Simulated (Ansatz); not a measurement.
Consider the ligand exchange at the Si–O bond: `CO[Si](F)(F)F` + `O[Si](Cl)(Cl)Cl` → `F[Si](F)(F)O[Si](Cl)(Cl)Cl` + CH₃OH.

Calculated with Ansatz (gas phase, PBE0-D4/def2-TZVP geometries, no zero-point term in ΔE). CCSD(T)/CBS adds triple-zeta CCSD(T) − MP2 to the extrapolated MP2 energy (def2 sets, frozen cores). This one scheme is used for every species. Functionals use def2-TZVPP. B3LYP here is the variant with VWN-RPA as its local correlation; programs differ in this. Each species was taken in one conformer, which may not be the lowest.

`CO[Si](F)(F)F`:

Cartesian coordinates in Å:
```
C 1.316 -0.121 0.460
O 0.383 -0.184 -0.606
Si -1.188 0.087 -0.524
F -1.913 -0.903 0.461
F -1.794 -0.096 -1.956
F -1.514 1.542 -0.021
H 2.299 -0.354 0.052
H 1.071 -0.851 1.236
H 1.341 0.880 0.898
```

`O[Si](Cl)(Cl)Cl`:

```xyz
6

O     1.243   -0.483    0.214
Si   -0.281    0.047    0.105
Cl   -0.344    2.051   -0.222
Cl   -1.271   -0.862   -1.417
Cl   -1.170   -0.390    1.862
H     1.822   -0.363   -0.542
```

`F[Si](F)(F)O[Si](Cl)(Cl)Cl`:

Cartesian coordinates in Å:
```
F -1.558 0.911 1.770
Si -0.536 -0.242 1.493
F -1.331 -1.580 1.311
F 0.413 -0.382 2.728
O 0.335 0.080 0.192
Si 0.588 0.250 -1.391
Cl 0.600 -1.571 -2.264
Cl -0.884 1.381 -2.189
Cl 2.372 1.153 -1.650
```

CH₃OH:

Cartesian coordinates in Å:
```
C 0.002 -0.047 -0.353
O 0.358 -0.285 0.990
H 0.561 -0.759 -0.962
H 0.267 0.965 -0.683
H -1.067 -0.208 -0.537
H -0.121 0.333 1.546
```

(1) Is it downhill or uphill in electronic energy at CCSD(T)/CBS, and by how much? (Estimate.)

(2) What do these levels give: PBE-D4, revPBE-D4, PBE0-D4, B3LYP-D4, ωB97X-V, r2SCAN, B3LYP, BHLYP, CAM-B3LYP, HF/def2-SVP, SCS-MP2/def2-TZVPP, SCS-MP2/def2-QZVPP? (Best estimate.)

Largest T1 diagnostic among the species: 0.011.

## Answers

(1) The calculation gave: Downhill: ΔE = -0.10 eV.

(2) Computed: PBE-D4 -0.07, revPBE-D4 -0.09, PBE0-D4 -0.10, B3LYP-D4 -0.12, ωB97X-V -0.07, r2SCAN -0.05, B3LYP -0.05, BHLYP -0.07, CAM-B3LYP -0.05, HF/def2-SVP -0.11, SCS-MP2/def2-TZVPP -0.09, SCS-MP2/def2-QZVPP -0.09 eV.

From BLYP to BHLYP (50 % exact exchange), in def2-TZVPP and without D4, ΔE moves by −0.05 eV. The D4 term adds −0.08 eV with B3LYP and −0.05 eV with PBE0; it sums over pairs of atoms, weighted by their polarisabilities, and B3LYP, whose exchange is more repulsive, gets the larger term. Leaving LDA and LC-ωPBE aside and taking each functional with its dispersion term where it has one, the values, not all of them listed here, spread over 0.10 eV, from BHLYP-D4 to B2PLYP.
